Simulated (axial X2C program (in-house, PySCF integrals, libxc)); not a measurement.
Worked dissociation energy of TaF: B97-3, scalar-relativistic

All values were computed with an axial X2C code built on PySCF integrals. Spin-free means the one-electron spin-free X2C Hamiltonian. Basis: Ta dyall-v3z [13s14p9d7f2g], F dyall-v3z [6s5p2d1f] (cores contracted in-house); Gaussian nuclei, density fitting, unrestricted open shells. Masses: Ta 180.948 u, F 18.998 u.

Molecular state: M_S = 1, Λ = 0 (beyond evenly filled blocks: δ+α, δ-α).

- E(Ta) (2M_S = 3, M_L = 2): -15604.941688 hartree
- E(F) (2M_S = 1, M_L = 0): -99.833934 hartree
- E(TaF) at Re: -15704.999095 hartree
- ωe: 713.4 cm⁻¹
- ωexe: 3.32 cm⁻¹

Q: Work out De and D0.

A: De = -15604.941688 + (-99.833934) − (-15704.999095) = 0.22347 hartree = 6.081 eV. The zero-point energy is ωe/2 − ωexe/4 = 356 cm⁻¹ = 0.044 eV, so D0 = 6.037 eV.

The state is one determinant whose occupation by symmetry is held fixed; it was picked as the lowest of a PBE0 search that is not exhaustive. Dissociation energies refer to the lowest single-determinant-based atoms at the same level and basis. Other states lie close and PBE0, whose exact exchange favours high spin, may order them wrongly; the determinant shown need not be the ground state. The nearest other spin-free determinant of the search, M_S = 2, Λ = 1, lies 0.37 eV up at the distance of the search. The functionals have no current-density term, which raises determinants with orbital currents, atoms included. The determinant is spin-polarised beyond a pure state at some levels (its spin-free form has ⟨S²⟩ too high), which makes Re and μ there less reliable.

Each atomic determinant is the lowest at this level and need not be a pure term. Totals compare only within one Hamiltonian and basis.
